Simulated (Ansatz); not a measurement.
A nudged elastic band was laid between two geometries of CH5BO + ClH (10 atoms, charge 0, multiplicity 1).

Level of theory: RKS CAM-B3LYP-D4/def2-SVP in Ansatz.

| Property | Result |
| --- | --- |
| movable images | 7 |
| climbing image | yes |
| spring | 5.0 eV/Å² |
| optimiser | quadratic models (default) |
| start path | through a guess of the saddle point |
| force threshold | 0.03 eV/Å |
| iteration limit | 60 |
| end points | relaxed |

First end point:

```xyz
10
Properties=species:S:1:pos:R:3
B -0.036 -0.512 -0.015
O -0.494 0.183 1.064
H -1.272 -0.203 1.485
C 1.216 0.001 -0.786
H 1.999 -0.776 -0.779
H 0.964 0.157 -1.848
H 1.632 0.931 -0.375
H -0.635 -1.518 -0.332
Cl 1.018 2.851 1.833
H 0.323 1.772 1.618
```

Last end point:

```xyz
10
Properties=species:S:1:pos:R:3
B -0.008 0.441 -0.032
O 0.109 -0.037 1.591
H -0.750 -0.401 1.855
C 1.360 0.053 -0.717
H 1.534 -1.035 -0.693
H 1.339 0.355 -1.776
H 2.226 0.552 -0.253
H -1.024 -0.123 -0.380
Cl -0.279 2.269 0.206
H 0.210 0.811 2.063
```

Task: Which bonds break or form, and what moves?

Result: Bonds broken: Cl9–H10. Bonds formed: B1–Cl9, O2–H10. CH5BO + ClH becomes CH6BClO.

Task: Give the energies along the band, and the barrier.

Result: It converged. The highest image is number 6 of 0 to 8, 0.94 eV above the first end and 0.63 eV above the last; the last end lies 0.31 eV above the first. A vibrational analysis at the climbing image gives one clearly imaginary mode, 1039i cm⁻¹: a first-order saddle point. The orbitals stay closed-shell, which can raise the energy where a bond breaks towards radicals; this wasn't checked here.

```json
{"image": "0", "path coordinate (Å)": "0.00", "energy (eV)": "0.00", "Cl9–H10 (Å)": "1.30", "B1–Cl9 (Å)": "3.98", "O2–H10 (Å)": "1.87"}
{"image": "1", "path coordinate (Å)": "0.61", "energy (eV)": "0.01", "Cl9–H10 (Å)": "1.30", "B1–Cl9 (Å)": "3.92", "O2–H10 (Å)": "1.87"}
{"image": "2", "path coordinate (Å)": "1.22", "energy (eV)": "0.03", "Cl9–H10 (Å)": "1.30", "B1–Cl9 (Å)": "3.78", "O2–H10 (Å)": "1.89"}
{"image": "3", "path coordinate (Å)": "1.82", "energy (eV)": "0.06", "Cl9–H10 (Å)": "1.30", "B1–Cl9 (Å)": "3.59", "O2–H10 (Å)": "1.93"}
{"image": "4", "path coordinate (Å)": "2.43", "energy (eV)": "0.10", "Cl9–H10 (Å)": "1.30", "B1–Cl9 (Å)": "3.32", "O2–H10 (Å)": "1.98"}
{"image": "5", "path coordinate (Å)": "3.04", "energy (eV)": "0.27", "Cl9–H10 (Å)": "1.31", "B1–Cl9 (Å)": "2.83", "O2–H10 (Å)": "1.78"}
{"image": "6", "path coordinate (Å)": "3.65", "energy (eV)": "0.94", "Cl9–H10 (Å)": "1.55", "B1–Cl9 (Å)": "2.30", "O2–H10 (Å)": "1.22"}
{"image": "7", "path coordinate (Å)": "4.10", "energy (eV)": "0.46", "Cl9–H10 (Å)": "1.94", "B1–Cl9 (Å)": "1.97", "O2–H10 (Å)": "1.01"}
{"image": "8", "path coordinate (Å)": "4.56", "energy (eV)": "0.31", "Cl9–H10 (Å)": "2.41", "B1–Cl9 (Å)": "1.86", "O2–H10 (Å)": "0.98"}
```

Task: What is the geometry of the highest image?

Result: 
```xyz
10
Properties=species:S:1:pos:R:3
B 0.028 0.112 0.063
O 0.115 -0.023 1.551
H -0.708 -0.370 1.922
C 1.385 0.002 -0.692
H 1.632 -1.070 -0.798
H 1.327 0.423 -1.706
H 2.213 0.485 -0.153
H -1.035 -0.219 -0.395
Cl -0.250 2.347 0.533
H 0.008 1.197 1.537
```

Task: What are the harmonic wavenumbers there?

Result: 1039i, 192, 205, 347, 369, 488, 530, 731, 809, 878, 976, 1055, 1081, 1205, 1250, 1364, 1433, 1445, 1558, 2654, 3044, 3129, 3166, 3837 cm⁻¹.

Time of the run: 2.3 min on 4 threads of Arm Neoverse V2 (shared host), peak memory 0.2 GiB.
